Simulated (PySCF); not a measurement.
SCF from a fresh guess for singlet CeH4, at the PBE0 minimum. PySCF input:

```python
from pyscf import gto, scf, dft
mol = gto.M(atom='''
Ce    -0.000000     0.000000     0.000000
H     -1.139170    -1.139170     1.139170
H     -1.139170     1.139170    -1.139170
H      1.139170     1.139170     1.139170
H      1.139170    -1.139170    -1.139170''',
    basis={'Ce': 'def2-TZVP', 'H': 'def2-TZVP'},
    ecp={'Ce': 'def2-TZVP'},
    charge=0, spin=0)
mf = dft.RKS(mol, xc='PBE0')
mf.grids.atom_grid = (50, 194)
mf.grids.prune = None
aux = {'Ce': 'def2-universal-JKFIT', 'H': 'def2-universal-JKFIT'}
mf = mf.density_fit(auxbasis=aux)
mf.conv_tol = 1e-08
mf.diis_space = 10
mf.max_cycle = 60
mf.verbose = 4
# dm0: spherical densities of the free atoms in this basis, scaled to the electron count
mf.diis, mf.max_cycle = scf.ADIIS(), 15
mf.kernel(dm0)
mf.diis, mf.max_cycle = True, 60
mf.kernel(mf.make_rdm1())
```

Excerpt of the output (cycles and frontier levels):

```
init E= -476.758390492092
  HOMO = -0.306091129235924  LUMO = -0.106457060592908  gap/eV = 5.43232
cycle= 1 E= -477.074632394402  delta_E= -0.316  |g|= 0.977  |ddm|= 2.26
  HOMO = -0.539742392219532  LUMO = -0.534618650650347  gap/eV = 0.13942
cycle= 2 E= -460.439854374658  delta_E= 16.6  |g|= 11.4  |ddm|= 3.17
cycle= 3 E= -318.644693941126  delta_E=  142  |g|= 16.9  |ddm|= 83.7
  HOMO = -0.303210769118377  LUMO = -0.253942197075798  gap/eV = 1.34067
cycle= 4 E= -475.873682860428  delta_E= -157  |g|= 3.44  |ddm|= 83.6
  HOMO = -0.285143852738217  LUMO = -0.177489044363687  gap/eV = 2.92944
cycle= 5 E= -477.220295930708  delta_E= -1.35  |g|= 0.403  |ddm|= 0.891
  HOMO = -0.2728504737821  LUMO = -0.0811676869136916  gap/eV = 5.21595
cycle= 6 E= -477.212640320992  delta_E= 0.00766  |g|= 0.459  |ddm|= 0.532
  HOMO = -0.286664944838111  LUMO = -0.13360210450863  gap/eV = 4.16505
cycle= 7 E= -477.247445133225  delta_E= -0.0348  |g|= 0.0466  |ddm|= 0.283
  HOMO = -0.28979561119078  LUMO = -0.152593680128511  gap/eV = 3.73345
cycle= 8 E= -477.241835175496  delta_E= 0.00561  |g|= 0.197  |ddm|= 0.134
  HOMO = -0.28745113756336  LUMO = -0.142492797494324  gap/eV = 3.94452
cycle= 9 E= -477.247077210762  delta_E= -0.00524  |g|= 0.0691  |ddm|= 0.0663
  HOMO = -0.286218493145051  LUMO = -0.137001501213776  gap/eV = 4.06040
cycle= 10 E= -477.247838575326  delta_E= -0.000761  |g|= 0.00674  |ddm|= 0.0348
  HOMO = -0.285595038543069  LUMO = -0.134093120596928  gap/eV = 4.12258
cycle= 11 E= -477.247737315737  delta_E= 0.000101  |g|= 0.0265  |ddm|= 0.02
  HOMO = -0.285966423747117  LUMO = -0.135796308852988  gap/eV = 4.08634
cycle= 12 E= -477.247837324307  delta_E= -0.0001  |g|= 0.0087  |ddm|= 0.0102
  HOMO = -0.286171592724403  LUMO = -0.136806470865835  gap/eV = 4.06443
cycle= 13 E= -477.247849534344  delta_E= -1.22e-05  |g|= 0.00177  |ddm|= 0.00604
  HOMO = -0.286025277795874  LUMO = -0.13633834962143  gap/eV = 4.07319
cycle= 14 E= -477.24784775954  delta_E= 1.77e-06  |g|= 0.00412  |ddm|= 0.00353
  HOMO = -0.286097208638958  LUMO = -0.136688096000187  gap/eV = 4.06563
cycle= 15 E= -477.247850326629  delta_E= -2.57e-06  |g|= 0.000459  |ddm|= 0.00208
SCF not converged.
init E= -477.247850326629
  HOMO = -0.286125242783674  LUMO = -0.13689192768883  gap/eV = 4.06085
cycle= 1 E= -477.247850089269  delta_E= 2.37e-07  |g|= 0.00147  |ddm|= 0.00125
  HOMO = -0.285979699283961  LUMO = -0.136274748324186  gap/eV = 4.07368
cycle= 2 E= -477.247845929668  delta_E= 4.16e-06  |g|= 0.00539  |ddm|= 0.00388
  HOMO = -0.286090953781238  LUMO = -0.136777123234638  gap/eV = 4.06304
cycle= 3 E= -477.247850441699  delta_E= -4.51e-06  |g|= 3.38e-05  |ddm|= 0.00305
  HOMO = -0.286084748269441  LUMO = -0.136782456390581  gap/eV = 4.06272
cycle= 4 E= -477.247850446324  delta_E= -4.63e-09  |g|= 5.36e-05  |ddm|= 0.00028
  HOMO = -0.286090895087055  LUMO = -0.136809919588965  gap/eV = 4.06214
Extra cycle  E= -477.247850439519  delta_E= 6.81e-09  |g|= 0.000215  |ddm|= 0.000162
converged SCF energy = -477.247850439519
```

No lower solution of this spin was found by a stability analysis within the restricted form, which does not test spin polarisation.

Stability towards spin polarisation was not tested.

The search for the lowest solution, with the stability check, took 24 s on 4 threads of a shared Intel Xeon Platinum 8259CL @ 2.50GHz (Skylake/Cascade Lake) host, with 117 basis functions; the process peaked at 0.55 GiB.
